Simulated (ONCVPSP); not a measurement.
**What the settings do to the ONCV potential of P**

Base potential:

- Element: phosphorus
- Generator: ONCVPSP 4.0.1
- Type: optimised norm-conserving Vanderbilt (ONCV)
- Functional: PBEsol
- Relativity: scalar-relativistic
- Frozen core: [He]
- Valence charge: 13
- Reference configuration: 2s2 2p6 3s2 3p3
- Partial waves: 2s+3s: rc 1.00 bohr, ncon 5, nbas 8, qcut 9.6 1/bohr, 3 projectors, debl 2.2 Ha; 2p+3p: rc 0.75 bohr, ncon 5, nbas 8, qcut 22.6 1/bohr, 2 projectors
- Local potential: polynomial inside 0.55 bohr (lpopt 5, dvloc0 0 Ha)
- Core correction: none

Cutoffs, loose and tight: the cutoffs (Ha) at which the residual kinetic energy of the hardest occupied pseudo-wave falls to 1 and 0.1 mHa per electron. They do not see the model core or the augmentation charge, which bear on the density cutoff. Test errors are all-electron minus pseudo excitation energies from the reference, over the configurations 2s2 2p6 3s2 3p2; 2s2 2p6 3s2 3p1; 2s2 2p6 3s2 3p0; 2s2 2p5 3s2 3p3. A dash means not determined; rows that change the core or the reference have their own tests.

```tsv
change	outcome	cutoff, loose	cutoff, tight	bound ghosts	GHOST(+) flags above zero	largest test error (meV)
base	generated	178 Ha	204 Ha	none	none	+183
s: nproj 2	generated	178 Ha	204 Ha	none	none	+187
core correction Teter function, fcfact 3.75, rcfact 1.05	generated	178 Ha	204 Ha	none	none	+182
local potential polynomial inside 0.55 bohr (lpopt 5, dvloc0 -1.5 Ha)	generated	178 Ha	204 Ha	none	none	+183
p: qcut 23.9	generated	184 Ha	212 Ha	none	none	+176
core [Ne], valence charge 5; reference 3s2 3p3; waves now 3s: rc 1.55 bohr, ncon 4, nbas 7, qcut 4.1 1/bohr, local; 3p: rc 1.55 bohr, ncon 4, nbas 9, qcut 4.9 1/bohr, 2 projectors, debl 2.9 Ha; local potential the s channel	generated	16 Ha	42 Ha	none	none	+228
```

Task: What comes out with this change to the base: p: qcut 34.9?

Result: outcome: generated; cutoff, loose: 214 Ha; cutoff, tight: 256 Ha; bound ghosts: none; GHOST(+) flags above zero: none; largest test error (meV): +145.

Task: What comes out with this change to the base: p: ncon 4, nbas 7?

Result: outcome: generated; cutoff, loose: 167 Ha; cutoff, tight: 192 Ha; bound ghosts: none; GHOST(+) flags above zero: none; largest test error (meV): +217.

Task: What comes out with this change to the base: s: qcut 11.8; p: qcut 27.8?

Result: outcome: generated; cutoff, loose: 211 Ha; cutoff, tight: 251 Ha; bound ghosts: none; GHOST(+) flags above zero: none; largest test error (meV): +146.
